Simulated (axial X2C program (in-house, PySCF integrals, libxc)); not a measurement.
**Density and ELF of ScSe⁺**

All values were computed with an in-house all-electron X2C program for linear molecules (integrals from PySCF). Two-component (2c) means X2C with spin–orbit coupling and atomic mean-field two-electron Coulomb and Gaunt terms. Basis: Se dyall-cv3z [8s9p6d4f1g], Sc dyall-cv3z [10s11p7d5f2g] (cores contracted in-house); Gaussian nuclei, density fitting, unrestricted open shells. Masses: Se 79.917 u, Sc 44.956 u.

PBE0, 2c, state Ω = 0 (closed shell); Se at z = 0, Sc at z = 2.210 Å.

The maps cover the half plane through the axis: z from -2.4 to 4.5 Å along the bond, ρ from 0.15 to 2.25 Å away from it (steps of 0.3 Å, the bottom row nearest the axis).

log10 of the density in e/bohr³:

digits 0 to 9 span -5.00 to 1.42 evenly
```
001122233333322211000000
011223333333333211111100
112333444444443322222111
122344455555444433332221
223445555555555554433221
223455666665556666544322
233456678766667777654332
234456789876667987654332
```

Electron localisation function (collinear form, no current term, damped to 0 at low density):

digits 0 to 9 span 0.00 to 1.00 evenly
```
000000011223210000000000
000011233445531000000000
000124455667640000000000
001356677777720000000000
002567877788610121100000
014688743477524776311100
025788324237448788621110
025787172715356738731110
```

The state is one determinant whose occupation by symmetry is held fixed; it was picked as the lowest of a PBE0 search that is not exhaustive.
